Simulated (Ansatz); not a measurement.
The first iterations of a band of C2H8AlB (12 atoms, charge 0, multiplicity 1).

Computed with Ansatz, RKS BHLYP/def2-SVP.

```json
{
 "movable images": "5",
 "climbing image": "yes",
 "spring": "5.0 eV/Å²",
 "optimiser": "quadratic models (default)",
 "start path": "IDPP",
 "force threshold": "0.05 eV/Å",
 "iteration limit": "60",
 "end points": "relaxed"
}
```

Initial state:

```xyz
12
Properties=species:S:1:pos:R:3
B -1.151 1.689 -0.215
C -1.338 0.324 0.421
Al 0.484 -0.381 0.757
C 1.488 -1.304 -0.636
H -0.989 1.802 -1.402
H -1.068 2.682 0.460
H -1.804 0.319 1.411
H -1.755 -0.443 -0.243
H 1.076 -0.245 2.213
H 1.661 -2.353 -0.363
H 2.481 -0.855 -0.758
H 0.992 -1.290 -1.611
```

Final state:

```xyz
12
Properties=species:S:1:pos:R:3
B -1.711 1.128 -0.153
C -1.270 -0.061 0.678
Al 0.712 -0.039 0.665
C 1.727 -0.848 -0.790
H -1.816 1.043 -1.350
H -1.878 2.209 0.349
H -1.520 -0.017 1.742
H -1.488 -1.041 0.237
H 1.456 0.590 1.906
H 1.096 -1.283 -1.571
H 2.393 -1.635 -0.416
H 2.376 -0.102 -1.264
```

| iteration | highest image above the first end (eV) | largest band force component (eV/Å) |
| --- | --- | --- |
| 1 | 0.020 | 0.449 |
| 2 | 0.007 | 0.142 |

Does the band converge within its limit, and where does its top end?

The run converged. It ended after 5 iterations with the highest image 0.004 eV above the first end. The top lies less than 8 meV above the higher end, about what the thresholds resolve: the motion is nearly free. A vibrational analysis at the climbing image gives one clearly imaginary mode, 48i cm⁻¹: a first-order saddle point.

Time of the run: 82 s on 2 threads of Intel(R) Xeon(R) CPU @ 2.80GHz (Skylake/Cascade Lake), with other jobs on the host, peak memory 0.22 GiB.
